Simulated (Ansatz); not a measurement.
Gas-phase electronic energies from Ansatz, PBE0-D4/def2-TZVP geometries. CBS: MP2 limit from def2 TZ/QZ plus the TZ coupled-cluster correction, frozen cores. This one scheme is used for every species. Functionals use def2-TZVPP. HSE06 is defined as in plane-wave codes. For Ge outer-core shells are correlated without core-valence functions, which leaves a few kJ/mol of doubt a bond. Scalar relativity is left out up to krypton. One conformer a species, not always the lowest.

Reaction (formal exchange of groups at the Si–O bond): `CO[SiH](C)C#N` + GeH₄ → `C[SiH]([GeH3])C#N` + CH₃OH

`CO[SiH](C)C#N`:

```xyz
13

C    -2.099    0.303   -0.555
O    -0.736    0.671   -0.493
Si    0.360   -0.033    0.486
C     2.024    0.692    0.164
C     0.396   -1.856    0.092
N     0.402   -2.980   -0.162
H    -2.583    0.401    0.423
H    -2.214   -0.727   -0.905
H    -2.597    0.971   -1.259
H    -0.056    0.034    1.910
H     2.779    0.201    0.783
H     2.025    1.758    0.399
H     2.300    0.566   -0.884
```

GeH₄:

Cartesian coordinates in Å:
```
Ge 0.000 0.000 0.000
H 0.870 0.634 -1.093
H -0.567 -1.332 -0.507
H -1.155 0.948 0.349
H 0.852 -0.250 1.251
```

`C[SiH]([GeH3])C#N`:

Cartesian coordinates in Å:
```
C 0.243 -1.492 0.992
Si -0.646 -0.065 0.185
Ge 0.497 0.819 -1.706
C -0.768 1.315 1.419
N -0.808 2.185 2.175
H 1.251 -1.199 1.291
H -0.297 -1.830 1.878
H 0.321 -2.329 0.293
H -2.048 -0.412 -0.160
H 0.606 -0.269 -2.787
H 1.912 1.255 -1.300
H -0.262 2.022 -2.281
```

CH₃OH:

Z-matrix (Å, degrees):
```
C
O 1 1.409
H 1 1.097 2 112.4
H 1 1.090 2 107.0 3 -118.5
H 1 1.097 2 112.4 3 123.0
H 2 0.959 1 108.5 3 -61.6
```

(1) Is it downhill or uphill in electronic energy at CCSD(T)/CBS, and by how much? (Best estimate.)

(2) What do these levels give: PBE0-D4, r2SCAN, HSE06, RPA@PBE/def2-TZVPP, CCSD/def2-SVP, MP2/CBS(def2)? (An estimate is asked.)

Largest T1 diagnostic among the species: 0.012.

## Answers

(1) Ansatz gave: Uphill: ΔE = +87.4 kJ/mol.

(2) The calculation gave: PBE0-D4 75.3, r2SCAN 87.0, HSE06 75.2, RPA@PBE/def2-TZVPP 90.3, CCSD/def2-SVP 90.8, MP2/CBS(def2) 90.3 kJ/mol.

Leaving LDA and LC-ωPBE aside and taking each functional with its dispersion term where it has one, the values, not all of them listed here, spread over 28.3 kJ/mol, from PBE-D4 to CAM-B3LYP-D4. LDA lies +8.6 kJ/mol from PBE without D4. From BLYP to BHLYP (50 % exact exchange), in def2-TZVPP and without D4, ΔE moves by +14.2 kJ/mol. In def2-TZVPP, CCSD(T) changes the Hartree–Fock value by −21.3 kJ/mol (the triples alone add −2.3 kJ/mol) and MP2 by −18.4 kJ/mol.
